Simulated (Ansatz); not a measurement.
Na₈H₇⁺, 15 atoms. Hardware: 4 threads of Arm Neoverse V2 on a shared host.

Correlated methods freeze 8 core orbitals; core or outer-core shells of Na are correlated, in sets that lack core-valence functions.

**Question.** How many basis functions does each of these Ansatz runs have, and roughly what does it cost? PBE-D4/def2-TZVP, charge 1 singlet, energy and forces, from earlier orbitals; PBE-D4/def2-SVP, charge 1 singlet, energy, from earlier orbitals; PBE0-D4/def2-SVP, charge 1 singlet, relaxation, 14 steps; CAM-B3LYP-D4/def2-TZVP, charge 1 singlet, energy, from earlier orbitals; r2SCAN-D4/def2-TZVP, charge 1 singlet, energy, from earlier orbitals; PBE0-D4/def2-SVP, charge 1 singlet, energy, from earlier orbitals; PBE0-D4/def2-TZVP, charge 1 singlet, energy, from earlier orbitals; HSE06-D4/def2-TZVP, charge 1 singlet, energy, from earlier orbitals; MP2/def2-TZVP, charge 1 singlet, energy, from earlier orbitals; ωB97M-V/def2-TZVP, charge 1 singlet, energy, from earlier orbitals; CCSD(T)/def2-SVP, charge 1 singlet, energy, from earlier orbitals.

**Answer.** Other jobs shared the machine, so times can vary by a factor of up to 3. A dash marks memory too small to be measured apart from the calling script's.

```csv
run,functions,fitting or Cholesky vectors,wall time,peak host memory (GiB)
"PBE-D4/def2-SVP, charge 1 singlet, energy, from earlier orbitals",155,1806,3.6 s,–
"PBE0-D4/def2-SVP, charge 1 singlet, energy, from earlier orbitals",155,1437,4.5 s,–
"PBE-D4/def2-TZVP, charge 1 singlet, energy and forces, from earlier orbitals",298,2524,7.5 s,0.67
"MP2/def2-TZVP, charge 1 singlet, energy, from earlier orbitals",298,2634,11 s,1.1
"HSE06-D4/def2-TZVP, charge 1 singlet, energy, from earlier orbitals",298,2596,12 s,1.3
"PBE0-D4/def2-TZVP, charge 1 singlet, energy, from earlier orbitals",298,2596,13 s,1.6
"CAM-B3LYP-D4/def2-TZVP, charge 1 singlet, energy, from earlier orbitals",298,2524,13 s,1.6
"r2SCAN-D4/def2-TZVP, charge 1 singlet, energy, from earlier orbitals",298,2524,17 s,0.76
"ωB97M-V/def2-TZVP, charge 1 singlet, energy, from earlier orbitals",298,2524,37 s,1.8
"PBE0-D4/def2-SVP, charge 1 singlet, relaxation, 14 steps",155,1531,47 s,–
"CCSD(T)/def2-SVP, charge 1 singlet, energy, from earlier orbitals",155,1437,2.7 min,2.2
```
